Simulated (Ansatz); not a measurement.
```yaml
atoms:
  - { symbol: F, position_ang: [0.0000, 0.0000, -0.7433] }
  - { symbol: F, position_ang: [0.0000, 0.0000, 0.7433] }
```

Basis set: cc-pVDZ (spherical functions). Frozen core: 2 orbitals. Charge 0, multiplicity 1.

Computed with Ansatz (development build ahead of 0.2.0); each method stands on the lowest determinant of its kind that the runs found. Restricted open shells among the atoms or ions are ROHF, correlated in semicanonical orbitals with singles.

Q: Give the atomization energy at this shape (free ground-state atoms in the same class of orbitals less the molecule, no zero-point energy) of singlet F2 by RHF-MP2, RHF.

A:

```tsv
method	atomization energy
RHF-MP2	1.25 eV
RHF	-1.85 eV
```

Caution: in another basis set an unrestricted determinant lies well below. Caution for RHF-MP2: bonds are stretched, where a single reference can fail. Caution for RHF: the molecule lies well above its atoms at this level.
